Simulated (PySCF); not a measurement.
**Excited states of Li+ (lithium, charge +1)**

Ground state 1s2, ¹S. Calculation: PySCF 2.14, in an even-tempered Gaussian basis (18 s from 0.016 bohr⁻², ratio 2.5; 9 p from 0.0224 bohr⁻², ratio 2.7; 8 d from 0.00906 bohr⁻², ratio 2.7; 3 f from 2 bohr⁻², ratio 2.7); scalar relativity by spin-free X2C-1e. Vertical excitation energies in eV without spin-orbit coupling; excited terms of each kind are numbered among those the solver found. Frozen: nothing.

```csv
term,leading excitation,EOM-EE-CCSD,measured centre of gravity (NIST)
1 3S,1s → s,59.006,59.021 (1s2s)
1 1S,1s → s,60.910,69.280 (1s3s)
1 3P°,1s → p,61.268,61.281 (1s2p)
1 1P°,1s → p,62.207,62.216 (1s2p)
2 3S,1s → s,68.770,n/a
2 1S,1s → s,69.272,n/a
2 3P°,1s → p,69.364,n/a
1 3D,1s → d,69.575,n/a
1 1D,1s → d,69.579,n/a
2 1P°,1s → p,69.644,n/a
2 3D,1s → d,72.240,n/a
2 1D,1s → d,72.242,n/a
```

Only the lower part of the computed list is shown. Doubly excited terms such as np² are absent. The solver can miss terms. Rydberg members are limited by the diffuse functions of the basis. The 12 highest virtual orbitals were dropped.
